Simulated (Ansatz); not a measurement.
Breaking the Si2–H4 bond in Cl2H2Si (SMILES Cl[SiH2]Cl) (multiplicity 1 held, fragments rigid). Energies count from the point at 1.470 Å.
Geometry at that point (charge 0, multiplicity 1):
```csv
atom,x (Å),y (Å),z (Å)
Cl,-1.6761,0.4337,-0.0037
Si,-0.0115,-0.7660,0.0237
Cl,1.6883,0.3828,-0.0216
H,-0.0165,-1.5412,1.2727
H,-0.0307,-1.6168,-1.1749
```

Signs of static correlation in cc-pV(D+d)Z, with CASSCF(2,2), from Ansatz (a first-principles code) runs.

| R (Å) | T1 of restricted CCSD | ⟨S²⟩ of UHF | largest double amplitude of restricted CCSD | weight of the CASSCF reference in MRCISD | CASSCF natural occupations |
|---|---|---|---|---|---|
| 1.176 | 0.009 | 0.000 | 0.022 | 0.879 | 1.99 0.01 |
| 1.323 | 0.009 | 0.000 | 0.022 | 0.879 | 1.99 0.01 |
| 1.470 | 0.009 | 0.000 | 0.024 | 0.879 | 1.98 0.02 |
| 1.617 | 0.009 | 0.000 | 0.033 | 0.879 | 1.97 0.03 |
| 1.764 | 0.009 | 0.000 | 0.056 | 0.879 | 1.96 0.04 |
| 1.985 | 0.010 | 0.000 | … | 0.879 | 1.93 0.07 |
| 2.205 | 0.012 | 0.210 | 0.162 | 0.879 | 1.89 0.11 |
| 2.573 | 0.017 | … | 0.275 | 0.879 | 1.76 0.24 |
| 2.940 | 0.025 | 0.895 | 0.406 | 0.879 | 1.59 0.41 |
| 3.381 | 0.035 | 0.971 | 0.568 | 0.879 | 1.37 0.63 |
| 3.969 | 0.045 | 0.997 | 0.740 | 0.879 | 1.17 0.83 |
| 4.704 | 0.049 | 1.003 | 0.857 | 0.879 | 1.06 0.94 |

### Question
Complete the blanks.

### Answer

- 1.985, largest double amplitude of restricted CCSD: 0.104
- 2.573, ⟨S²⟩ of UHF: 0.711

Doubts at one or more of the structures used: a restricted determinant that unrestricted orbitals would lower (R-CCSD(T)/cc-pV(D+d)Z); other coupled-cluster roots lie near (R-CCSD(T)/cc-pV(D+d)Z); a spin-contaminated determinant (U-CCSD(T)/cc-pV(D+d)Z); T1 above 0.05 (U-CCSD(T)/cc-pV(D+d)Z).
